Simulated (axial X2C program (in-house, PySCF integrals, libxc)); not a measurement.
## Density and ELF of AsF

Calculated with an in-house all-electron X2C program for linear molecules (integrals from PySCF). Spin-free means the one-electron spin-free X2C Hamiltonian. Basis: As dyall-cv3z [9s9p6d4f1g], F dyall-av3z [7s6p3d2f] (cores contracted in-house); Gaussian nuclei, density fitting, unrestricted open shells. Masses: As 74.922 u, F 18.998 u.

PBE0, without spin–orbit coupling, state M_S = 1, Λ = 0 (beyond evenly filled blocks: π+α, π-α); As at z = 0, F at z = 1.747 Å.

The maps cover the half plane through the axis: z from -2.4 to 3.9 Å along the bond, ρ from 0.15 to 2.25 Å away from it (steps of 0.3 Å, the bottom row nearest the axis).

log10 of the density in e/bohr³:

digits 0 to 9 span -5.73 to 1.40 evenly
```
1222333333333222211100
1223344444433333222110
2233444555444443332211
2334455555554444433221
2334556666555555543321
2344566666666666554322
2345566787667777654332
2345567999767888654432
```

Electron localisation function (collinear form, no current term, damped to 0 at low density):

digits 0 to 9 span 0.00 to 1.00 evenly
```
0000134554200000000000
0001467776410000000000
0003578887510000000000
0014689998510112100000
0014788887511355310000
0014676322324777631000
0013652353137888742000
0013542727137518752000
```

Axial spin density in 10⁻³ e/bohr³:

digits 0 to 9 span -6.64 to 6.64 evenly, values beyond are clipped
```
5555555555555555555555
5555556666655554445555
5555678998765544445555
5555689999975444455555
5555799999985445555555
5555799999984566555555
4444579959964999544445
4444212394643996444445
```

The state is a single determinant with fixed occupations, the lowest that a limited PBE0 search found. PBE0 can misorder states that lie within some tenths of an eV, so this need not be the ground state of the molecule. The nearest other spin-free determinant of the search, M_S = 0, Λ = 2, lies 0.96 eV up at the distance of the search.
